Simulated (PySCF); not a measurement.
Species: C2H8NSSi2 (doublet state).
Structure used (GFN2-xTB), in Å, numbered top down from 1:
```xyz
14
C2H8NSSi2 angstrom
C     -2.3989    1.4358   -0.4384
N     -2.0390    0.3483    0.0579
Si    -0.6800   -0.2255    0.9300
C      0.2443   -1.2882   -0.3513
S      1.1753   -0.2789   -1.5698
Si     2.9895    0.1309   -0.5409
H     -1.8550    2.3789   -0.3449
H     -3.3242    1.4757   -1.0086
H     -1.2582   -1.0826    1.9594
H      0.2778    0.7312    1.5035
H     -0.4507   -1.8707   -0.9505
H      0.9450   -1.9731    0.1197
H      3.4731   -1.0665    0.1305
H      2.9003    1.2842    0.3410
```

The hyperfine couplings belong to this conformer and change with its torsions.

As a line formula: `C=N[SiH2]CS[SiH2]` [radical].

Method: UKS B3LYP, pcH-1 on C H N S Si, non-relativistic, mean-field spin-orbit, GIAO (PySCF 2.14.0). The structure is a single GFN2-xTB conformer in the gas phase; no vibrational or solvent corrections. Couplings are sensitive to structure, and on GFN2-xTB geometries they can be far from those on DFT ones, by a factor of two or more for some ions and for spin on atoms past the first row. No stability test was run, so a lower SCF solution isn't excluded.

Q: Match the computed a_iso(29Si) values -488.0, +1.7 MHz with the sites Si3; Si6.

A: 
```json
{"site": "Si3", "a_iso (MHz)": "+1.7", "ρ(0) (bohr⁻³)": "-0.0018", "position": "3 bonds from Si6", "distance from Si6 (Å)": "3.97", "spin population": "+0.01", "largest |T| (MHz)": "2.2"}
{"site": "Si6", "a_iso (MHz)": "-488.0", "ρ(0) (bohr⁻³)": "+0.5501", "position": "largest spin population", "distance from Si6 (Å)": "0.00", "spin population": "+0.94", "largest |T| (MHz)": "171.6"}
```

ρ(0) is the spin density at the nucleus and T the dipolar tensor; a_iso includes a spin–orbit part; entries for several nuclei are means. The largest Mulliken spin population is on Si6 (+0.94). The angles at Si6 add up to 336.7°, so it is pyramidal.

The spin density at the nucleus, in bohr⁻³, is negative for Si3 (-0.0018), for instance. A restricted open-shell determinant has no negative spin density anywhere; here it arises because α and β orbitals differ (spin polarisation).

Class means assume fast exchange of nuclei equivalent by connectivity; if that motion is slow, each nucleus keeps its own coupling. The 1H value of +42.3 MHz is a mean of couplings from 17.7 to 66.9 MHz in this one geometry, not an average over conformers.
